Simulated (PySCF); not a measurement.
FH6NOSi2, SMILES N[SiH2]O[SiH2]F.

The structure is a stationary point at PBE0-D3(BJ)/def2-SVP. This is a generated structure with no PubChem entry under its InChIKey; it may be hypothetical. The values are those of a single conformer.

Two levels are set side by side: PBE/def2-TZVP (PySCF) and B3LYP/def2-TZVP (PySCF). Same geometry, gas phase. Differences are taken from unrounded values.

```tsv
quantity	B3LYP	PBE	PBE minus B3LYP
orbital gap (eV)	7.91	6.18	-1.74
highest occupied level (eV)	-7.75	-6.56	1.19
lowest empty level (eV)	0.16	-0.38	-0.55
dipole moment (D)	2.58	2.57	0.00
mean polarisability (bohr³)	58.6	61.5	2.9
```

PBE's occupied levels lie high since its potential decays too fast outside the molecule; exact exchange lowers them and widens the gap. PBE's more diffuse valence density responds more strongly to a field. Differences between two approximate levels are no errors against the true value.

Rough cost on one machine, each run with all the roots and properties that it gave: B3LYP against PBE within a factor of 2.
